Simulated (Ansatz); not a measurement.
Consider the formal exchange of groups at a B–Se bond: `[SiH3]NB[SeH]` + CH₄ → `CBN[SiH3]` + H₂Se.

Isolated molecules relaxed with PBE0-D4/def2-TZVP in Ansatz; ΔE leaves out vibrations. CCSD(T)/CBS is the MP2 limit (def2-TZVPP, def2-QZVPP) plus CCSD(T) − MP2 in def2-TZVPP, frozen cores. This one scheme is used for every species. Functionals use def2-TZVPP. B3LYP here is the variant with VWN-RPA as its local correlation; programs differ in this. For Se outer-core shells are correlated without core-valence functions, which leaves a few kJ/mol of doubt a bond. Scalar relativity is left out up to krypton. One conformer a species, not always the lowest.

```csv
level,ΔE (kcal/mol)
B2PLYP,17.1
r2SCAN,17.2
PBE0,16.7
B3LYP,16.4
SCS-MP2/def2-TZVPP,17.7
SCS-MP2/def2-QZVPP,17.6
HF/CBS(def2),15.6
CCSD/CBS(def2),16.6
```

**Question.** What does CCSD(T)/CBS give? (Best estimate.)

**Answer.** Ansatz gave: +17.1 kcal/mol. The listed levels differ from it by 0.0, 0.1, -0.4, -0.7, 0.6, 0.5, -1.5, -0.5 kcal/mol.

Largest T1 diagnostic among the species: 0.012.

In def2-TZVPP, CCSD(T) changes the Hartree–Fock value by +1.2 kcal/mol (the triples alone add +0.5 kcal/mol) and MP2 by +2.6 kcal/mol.
